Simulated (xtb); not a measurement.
A run for xtb: GFN2-xTB on BrH2Sb (SMILES [Br][SbH2]), a point of a bond scan (R = 3.437 Å).

```
$ xtb mol.xyz --gfn 2 --sp --chrg 0 --uhf 0
4

Sb    -0.59846166    -0.60746259     0.54114695
H     -0.27151712    -1.97207194    -0.44922941
H     -1.98547823    -0.24328907    -0.40408288
Br     1.47377669     1.49302724    -1.22100131
```

The log:

```
[...]
           -------------------------------------------------
          |                Calculation Setup                |
           -------------------------------------------------



molecular fragmentation (1/2 indicates fragments):
1112
# atoms in fragment 1/2:     3     1
 fragment masses (1/2) :      123.78       79.90
CMA distance (Bohr)    :   6.499
constraining FC (au)   :  0.0500

           -------------------------------------------------
          |                 G F N 2 - x T B                 |
           -------------------------------------------------

        Reference                      10.1021/acs.jctc.8b01176
      * Hamiltonian:
        H0-scaling (s, p, d)           1.850000    2.230000    2.230000
        zeta-weighting                 0.500000
      * Dispersion:
        s8                             2.700000
        a1                             0.520000
        a2                             5.000000
        s9                             5.000000
      * Repulsion:
        kExp                           1.500000    1.000000
        rExp                           1.000000
      * Coulomb:
        alpha                          2.000000
        third order                    shell-resolved
        anisotropic                    true
        a3                             3.000000
        a5                             4.000000
        cn-shift                       1.200000
        cn-exp                         4.000000
        max-rad                        5.000000


          ...................................................
          :                      SETUP                      :
          :.................................................:
          :  # basis functions                  22          :
          :  # atomic orbitals                  20          :
          :  # shells                            8          :
          :  # electrons                        14          :
          :  max. iterations                   250          :
          :  Hamiltonian                  GFN2-xTB          :
          :  restarted?                      false          :
          :  GBSA solvation                  false          :
          :  PC potential                    false          :
          :  electronic temp.          300.0000000     K    :
          :  accuracy                    1.0000000          :
          :  -> integral cutoff          0.2500000E+02      :
          :  -> integral neglect         0.1000000E-07      :
          :  -> SCF convergence          0.1000000E-05 Eh   :
          :  -> wf. convergence          0.1000000E-03 e    :
          :  Broyden damping             0.4000000          :
          :  net charge                          0          :
          :  unpaired electrons                  0          :
          ...................................................

 iter      E             dE          RMSdq      gap      omega  full diag
   1     -7.2496974 -0.724970E+01  0.106E+01    1.35       0.0  T
   2     -6.8613624  0.388335E+00  0.193E+01    0.10       1.0  T
   3     -7.2620486 -0.400686E+00  0.876E+00    1.32       1.0  T
   4     -7.2701035 -0.805490E-02  0.662E+00    1.18       1.0  T
   5     -7.2973634 -0.272598E-01  0.215E+00    0.76       1.0  T
   6     -7.2988809 -0.151755E-02  0.182E+00    0.73       1.0  T
   7     -7.2992827 -0.401721E-03  0.186E+00    0.71       1.0  T
   8     -7.3035419 -0.425923E-02  0.438E-01    0.55       1.0  T
   9     -7.3034113  0.130614E-03  0.339E-01    0.59       1.0  T
  10     -7.3035160 -0.104775E-03  0.146E-01    0.55       1.0  T
  11     -7.3035441 -0.280766E-04  0.637E-02    0.56       1.0  T
  12     -7.3035393  0.478279E-05  0.872E-02    0.56       1.0  T
  13     -7.3035477 -0.836948E-05  0.382E-02    0.57       1.3  T
  14     -7.3035493 -0.155612E-05  0.100E-02    0.56       5.0  T
  15     -7.3035493 -0.464695E-07  0.340E-03    0.56      14.7  T
  16     -7.3035493  0.247407E-07  0.623E-03    0.56       8.0  T
  17     -7.3035493 -0.297563E-07  0.276E-04    0.56     181.3  T
  18     -7.3035493  0.648877E-10  0.373E-04    0.56     134.2  T

   *** convergence criteria satisfied after 18 iterations ***

         #    Occupation            Energy/Eh            Energy/eV
      -------------------------------------------------------------
         1        2.0000           -0.8749590             -23.8088
         2        2.0000           -0.7923882             -21.5620
         3        2.0000           -0.4722953             -12.8518
         4        2.0000           -0.4451246             -12.1125
         5        2.0000           -0.3915087             -10.6535
         6        2.0000           -0.3715303             -10.1099
         7        2.0000           -0.3715113             -10.1093 (HOMO)
         8        0.0001           -0.3507634              -9.5448 (LUMO)
         9                         -0.2610252              -7.1029
        10                         -0.1469093              -3.9976
        11                         -0.0824665              -2.2440
        12                         -0.0656235              -1.7857
       ...                                ...                  ...
        20                          0.4933578              13.4249
      -------------------------------------------------------------
                  HL-Gap            0.0207480 Eh            0.5646 eV
             Fermi-level           -0.3608128 Eh           -9.8182 eV

 SCC (total)                   0 d,  0 h,  0 min,  0.004 sec
 SCC setup                      ...        0 min,  0.000 sec (  1.499%)
 Dispersion                     ...        0 min,  0.000 sec (  0.465%)
 classical contributions        ...        0 min,  0.000 sec (  0.236%)
 integral evaluation            ...        0 min,  0.000 sec ( 11.048%)
 iterations                     ...        0 min,  0.002 sec ( 57.111%)
 molecular gradient             ...        0 min,  0.001 sec ( 27.439%)
 printout                       ...        0 min,  0.000 sec (  1.986%)

         :::::::::::::::::::::::::::::::::::::::::::::::::::::
         ::                     SUMMARY                     ::
         :::::::::::::::::::::::::::::::::::::::::::::::::::::
         :: total energy              -7.298335545550 Eh    ::
         :: gradient norm              0.042700135858 Eh/a0 ::
         :: HOMO-LUMO gap              0.564580712658 eV    ::
         ::.................................................::
         :: SCC energy                -7.303548982921 Eh    ::
         :: -> isotropic ES            0.036042304597 Eh    ::
         :: -> anisotropic ES          0.001203264295 Eh    ::
         :: -> anisotropic XC          0.001471304026 Eh    ::
         :: -> dispersion             -0.001939672699 Eh    ::
         :: repulsion energy           0.005213437371 Eh    ::
         :: add. restraining           0.000000000000 Eh    ::
         :: total charge               0.000000000070 e     ::
         :::::::::::::::::::::::::::::::::::::::::::::::::::::

           -------------------------------------------------
          |                Property Printout                |
           -------------------------------------------------

    * Orbital Energies and Occupations

         #    Occupation            Energy/Eh            Energy/eV
      -------------------------------------------------------------
         1        2.0000           -0.8749590             -23.8088
         2        2.0000           -0.7923882             -21.5620
         3        2.0000           -0.4722953             -12.8518
         4        2.0000           -0.4451246             -12.1125
         5        2.0000           -0.3915087             -10.6535
         6        2.0000           -0.3715303             -10.1099
Note: The following floating-point exceptions are signalling: IEEE_DENORMAL
normal termination of xtb
         7        2.0000           -0.3715113             -10.1093 (HOMO)
         8        0.0001           -0.3507634              -9.5448 (LUMO)
         9                         -0.2610252              -7.1029
        10                         -0.1469093              -3.9976
        11                         -0.0824665              -2.2440
        12                         -0.0656235              -1.7857
        13                         -0.0634786              -1.7273
        14                          0.0890133               2.4222
        15                          0.0890527               2.4232
        16                          0.0984773               2.6797
        17                          0.0984858               2.6799
        18                          0.1032258               2.8089
       ...                                ...                  ...
        20                          0.4933578              13.4249
      -------------------------------------------------------------
                  HL-Gap            0.0207480 Eh            0.5646 eV
             Fermi-level           -0.3608128 Eh           -9.8182 eV

     #   Z          covCN         q      C6AA      α(0)
     1  51 Sb       2.054     0.413   388.926    38.581
     2   1 H        0.935    -0.020     3.418     2.891
     3   1 H        0.935    -0.020     3.418     2.891
     4  35 Br       0.184    -0.374   177.986    21.441

 Mol. C6AA /au·bohr⁶  :       1340.985380
 Mol. C8AA /au·bohr⁸  :     103756.634568
 Mol. α(0) /au        :         65.802893


Wiberg/Mayer (AO) data.
largest (>0.10) Wiberg bond orders for each atom

 ---------------------------------------------------------------------------
     #   Z sym  total        # sym  WBO       # sym  WBO       # sym  WBO
 ---------------------------------------------------------------------------
     1  51 Sb   2.843 --     2 H    0.968     3 H    0.968     4 Br   0.907
     2   1 H    1.000 --     1 Sb   0.968
     3   1 H    1.000 --     1 Sb   0.968
     4  35 Br   0.913 --     1 Sb   0.907
 ---------------------------------------------------------------------------

Topologies differ in total number of bonds
Writing topology from bond orders to xtbtopo.mol

molecular dipole:
                 x           y           z       tot (Debye)
 q only:       -1.427      -1.449       1.318
   full:       -1.611      -1.638       1.562       7.062
molecular quadrupole (traceless):
                xx          xy          yy          xz          yz          zz
 q only:       -0.507      -3.713      -0.590       2.794       2.824       1.097
  q+dip:       -0.659      -3.792      -0.736       2.700       2.721       1.396
   full:       -0.327      -3.810      -0.363       1.895       1.951       0.690


           -------------------------------------------------
          | TOTAL ENERGY               -7.298335545550 Eh   |
          | GRADIENT NORM               0.042700135858 Eh/α |
          | HOMO-LUMO GAP               0.564580712658 eV   |
           -------------------------------------------------

------------------------------------------------------------------------
------------------------------------------------------------------------
 total:
 SCF:
```

The run finished.

Cost: about 0.020 core-seconds (a rough figure).
